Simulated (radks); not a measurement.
Results of a calculation; reference values are marked as such.
Question: Ionisation of neutral nitrogen, [He] 2s2 2p3, to N+, [He] 2s2 2p2, under several functionals. Non-relativistic Kohn-Sham, spin-polarised, spherical densities, point nucleus; open shells are filled with parallel spins first; a radial shooting solver on a logarithmic mesh with Libxc functionals. The NIST Atomic Spectra Database gives 14.534 eV (measured). Rank these functionals by the error of their Delta-SCF ionisation energy: XLYP; MS2 meta-GGA; revTPSS; TPSS; SOGGA; exchange-only PBE.

Answer: From best to worst: SOGGA 14.767 eV (+0.233); XLYP 14.772 eV (+0.238); exchange-only PBE 14.283 eV (-0.252); revTPSS 15.012 eV (+0.477); TPSS 15.073 eV (+0.539); MS2 meta-GGA 15.176 eV (+0.642). Open shells are spherical and high-spin; term and fine-structure splittings are not resolved.
